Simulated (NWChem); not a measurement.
A series in which one site is exchanged, each optimised at PBE0/def2-SVP with NWChem, gas phase unless a solvent is named. This build's default masses of Se (78.918 u) and Br (79.917 u) are each other's, which moves their modes by up to 0.6 %. Some are not confirmed as minima by frequencies. def2 effective core potentials on Sr, Ba; no spin-orbit coupling.

A: F[Se]Br (SeBrF; site = Se)
B: [Ba]([F])[Br] (BaBrF; site = Ba)
C: [Sr]([Br])[F] (SrBrF; site = Sr)
D: [F][Ca][Br] (CaBrF; site = Ca)

| quantity | A | B | C | D |
|---|---|---|---|---|
| dipole (D), PBE0/def2-SVP | 1.59 | 7.63 | (withheld) | 3.14 |
| orbital gap (eV), PBE0/def2-SVP | 4.35 | 4.90 | (withheld) | 5.45 |
| vertical ionisation energy, ΔSCF, PBE0/def2-SVP (eV) | 9.40 | 9.18 | (withheld) | 10.05 |
| static polarisability, PBE0/def2-SVPD (bohr³) | 51.0 | 60.9 | (withheld) | 48.2 |

Problem. Complete the blanks.

Solution. 
- dipole (D), PBE0/def2-SVP, C: 5.06
- orbital gap (eV), PBE0/def2-SVP, C: 5.07
- vertical ionisation energy, ΔSCF, PBE0/def2-SVP (eV), C: 9.64
- static polarisability, PBE0/def2-SVPD (bohr³), C: 52.7
